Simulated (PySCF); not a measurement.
# Neon: a sound run and one with changed settings

Sound run: Ne(2+) [He] 2s2 2p4, Ne(3+) [He] 2s2 2p3. Computed with PySCF 2.14 in jorge-DZP-DKH (4s2p1d, 15 functions), with the spin-free X2C one-electron Hamiltonian (Gaussian nucleus). In the sound run the correlated levels freeze 1s2. The sound run starts from symmetry-adapted Hartree-Fock orbitals and uses a fine grid where one is needed.

A second run was set up differently.

| species | method | sound run (hartree) | changed run (hartree) | converged |
| --- | --- | --- | --- | --- |
| Ne(2+) | MP2 | -126.56949 | -126.52207 | yes |
| Ne(2+) | CCSD(T) | -126.58151 | -126.52627 | yes |
| Ne(3+) | MP2 | -124.25949 | -124.20728 | yes |
| Ne(3+) | CCSD(T) | -124.27143 | -124.20902 | yes |

Ionisation energy of Ne(2+):

```
 method  sound run (eV)  changed run (eV)
    UHF          62.329            62.329
    MP2          62.858            62.989
SCS-MP2          62.847            63.093
   CCSD          62.851            63.052
CCSD(T)          62.860            63.056
```

Task: What was changed?
A. a valence shell is frozen
B. too few SCF iterations
C. minimal basis
D. basis contracted for another Hamiltonian

Result: A. Freezing a valence shell removes pair correlation that changes on ionisation.
